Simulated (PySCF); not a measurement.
A structure optimised at r2SCAN-D4/def2-SVP, used in a PySCF frequency run:

```xyz
9

Si     1.0375     0.1627    -0.7622
Cl     0.8869     2.1123    -0.0885
Cl     2.2125    -0.8685     0.5850
O     -0.4464    -0.5036    -0.8496
Ge    -1.8372    -0.5565     0.2943
H      1.6848     0.1461    -2.0861
H     -2.7682     0.5982    -0.0854
H     -2.4835    -1.9227     0.0628
H     -1.2868    -0.4072     1.7177
```
Charge 0, spin multiplicity 1.

Problem. Write its SMILES and formula.

Solution. Cl[SiH](Cl)[O][GeH3], Cl2GeH4OSi

Problem. What are its rotational constants (standard atomic weights)?

Solution. 2.0602, 0.88636, 0.70031 GHz
